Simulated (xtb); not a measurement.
BaCl (SMILES [Cl][Ba]), doublet, at a GFN2-xTB geometry (such geometries of metal compounds can be far from the true shape) (the spin is typed, not shown lowest); GFN1-xTB run with xtb.

Input for xtb:
```
$ xtb mol.xyz --gfn 1 --uhf 1 --acc 30 --json

# file mol.xyz
2

Ba    -0.00000000    -0.00000000    -0.58554041
Cl     0.00000000     0.00000000     1.92883900
```

Problem. What does xtb print? Leave out banner, timings and long lists.

Solution. 
```
   ID    Z sym.   atoms
    1   56 Ba     1
    2   17 Cl     2

           -------------------------------------------------
          |                Calculation Setup                |
           -------------------------------------------------

           -------------------------------------------------
          |                 G F N 1 - x T B                 |
           -------------------------------------------------

          ...................................................
          :                      SETUP                      :
          :.................................................:
          :  # basis functions                  20          :
          :  # atomic orbitals                  18          :
          :  # shells                            6          :
          :  # electrons                         9          :
          :  # halogen bonds                     0          :
          :  max. iterations                   250          :
          :  Hamiltonian                  GFN1-xTB          :
          :  restarted?                      false          :
          :  GBSA solvation                  false          :
          :  PC potential                    false          :
          :  electronic temp.          300.0000000     K    :
          :  accuracy                   30.0000000          :
          :  -> integral cutoff          0.2000000E+02      :
          :  -> integral neglect         0.3000000E-06      :
          :  -> SCF convergence          0.3000000E-04 Eh   :
          :  -> wf. convergence          0.6000000E-03 e    :
          :  Broyden damping             0.4000000          :
          :  net charge                          0          :
          :  unpaired electrons                  1          :
          ...................................................

 iter      E             dE          RMSdq      gap      omega  full diag
   1     -4.8178714 -0.481787E+01  0.417E+00    1.52       0.0  T
   2     -4.8236916 -0.582017E-02  0.236E+00    1.67       1.0  T
   3     -4.8239952 -0.303560E-03  0.749E-01    1.76       1.0  T
   4     -4.8240079 -0.127921E-04  0.626E-02    1.77       1.1  T
   5     -4.8240112 -0.325867E-05  0.460E-03    1.77      15.4  T
   6     -4.8240112  0.685393E-08  0.684E-03    1.77      10.3  T
   7     -4.8240112 -0.339698E-07  0.790E-05    1.77     895.1  T

   *** convergence criteria satisfied after 7 iterations ***

         :::::::::::::::::::::::::::::::::::::::::::::::::::::
         ::                     SUMMARY                     ::
         :::::::::::::::::::::::::::::::::::::::::::::::::::::
         :: total energy              -4.812755473172 Eh    ::
         :: gradient norm              0.048403621881 Eh/a0 ::
         :: HOMO-LUMO gap              1.769596863541 eV    ::
         ::.................................................::
         :: SCC energy                -4.824011234827 Eh    ::
         :: -> electrostatic           0.028644539571 Eh    ::
         :: repulsion energy           0.011760904237 Eh    ::
         :: dispersion energy         -0.000505142581 Eh    ::
         :: halogen bond corr.         0.000000000000 Eh    ::
         :: add. restraining           0.000000000000 Eh    ::
         :: total charge              -0.000000000000 e     ::
         :::::::::::::::::::::::::::::::::::::::::::::::::::::

           -------------------------------------------------
          |                Property Printout                |
           -------------------------------------------------

    * Orbital Energies and Occupations

         #    Occupation            Energy/Eh            Energy/eV
      -------------------------------------------------------------
         1        2.0000           -0.8248722             -22.4459
         2        2.0000           -0.4357818             -11.8582
         3        2.0000           -0.4354911             -11.8503
         4        2.0000           -0.4354911             -11.8503
         5        1.0000           -0.2659303              -7.2363 (HOMO)
         6                         -0.2008988              -5.4667 (LUMO)
         7                         -0.2008988              -5.4667
         8                         -0.1945541              -5.2941
         9                         -0.1447355              -3.9385
        10                         -0.1447355              -3.9385
        11                         -0.0920500              -2.5048
        12                         -0.0920500              -2.5048
        13                          0.0375514               1.0218
        14                          0.0401813               1.0934
        15                          0.0401813               1.0934
        16                          0.0426936               1.1618
       ...                                ...                  ...
        18                          0.0444741               1.2102
      -------------------------------------------------------------
                  HL-Gap            0.0650315 Eh            1.7696 eV
             Fermi-level           -0.2922682 Eh           -7.9530 eV

  Mulliken/CM5 charges         n(s)   n(p)   n(d)
     1Ba    0.61276  0.78401   1.006  0.036  0.345
     2Cl   -0.61276 -0.78401   1.937  5.676 -0.000

Wiberg/Mayer (AO) data.
largest (>0.10) Wiberg bond orders for each atom

 ---------------------------------------------------------------------------
     #   Z sym  total        # sym  WBO       # sym  WBO       # sym  WBO
 ---------------------------------------------------------------------------
     1  56 Ba   0.730 --     2 Cl   0.730
     2  17 Cl   0.730 --     1 Ba   0.730
 ---------------------------------------------------------------------------

Topologies differ in total number of bonds
Writing topology from bond orders to xtbtopo.mol

 dipole moment from electron density (au)
     X       Y       Z
  -0.0000   0.0000  -3.8835  total (Debye):    9.871

           -------------------------------------------------
          | TOTAL ENERGY               -4.812755473172 Eh   |
          | GRADIENT NORM               0.048403621881 Eh/α |
          | HOMO-LUMO GAP               1.769596863541 eV   |
           -------------------------------------------------

normal termination of xtb
```
